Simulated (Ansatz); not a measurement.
# Pulling the pair apart

The pair of K⁺ (SMILES [K+], atom 1) and HCN (SMILES C#N, atoms 2–4), both closed shells, in one local arrangement (a lower one may exist), relaxed at PBE0-D4/def2-TZVP:

```
4
angstrom
K -0.1288 -0.0381 -2.8793
C 0.0440 0.0127 0.9830
N -0.0069 -0.0012 -0.1587
H 0.0917 0.0266 2.0550
```

HCN is shifted rigidly along the line between the mean atom positions of the two fragments (negative: closer). Counterpoise interaction energies in kJ/mol. Program: Ansatz 0.2.0. Basis: def2-TZVPPD. Cores are frozen in the correlated methods. The outer core shell of Li, Na, Mg and K is correlated. The def2 sets are not built for correlating such inner shells, so the correlated values are less sure here. B3LYP uses VWN-RPA correlation.

| shift (Å) | PBE-D4 | B3LYP-D4 | MP2 |
| --- | --- | --- | --- |
| -0.27 | -69.7 | -71.0 | -66.3 |
| -0.14 | -78.5 | -80.0 | -76.2 |
| 0.00 | -81.0 | -82.6 | -79.3 |
| 0.14 | -80.0 | -81.6 | -78.4 |
| 0.33 | -75.8 | -77.6 | -73.9 |
| 0.68 | -66.7 | -70.0 | -62.4 |
| 1.36 | -46.5 | -48.8 | -43.7 |
| 2.72 | -24.9 | -25.8 | -24.5 |

**Question.** What does CCSD(T) give at these shifts? (An estimate is asked for; the value comes from the calculation.)

**Answer.** The calculation gives: -64.3, -74.5, -77.8, -77.2, -72.9, -61.5, -43.1, -24.2 kJ/mol. For zero shift, CCSD(T) at an estimated basis limit (MP2 extrapolated from triple and quadruple zeta, plus CCSD(T) − MP2 in triple zeta) gives -81.4 kJ/mol. These are counterpoise interaction energies, counted from the two frozen fragments.

No T1 diagnostic of these runs exceeds 0.011.

For scale, one of the runs: CCSD(T)/def2-TZVPPD, 127 basis functions, launched by `ansatz run in.yaml --threads 2 --pin off --events-out ev --progress --plain --max-ram 5222MiB`. The run took 7.5 s on 2 CPU threads of an Arm Neoverse V1 (shared host), with 0.62 GiB of host memory at its peak.
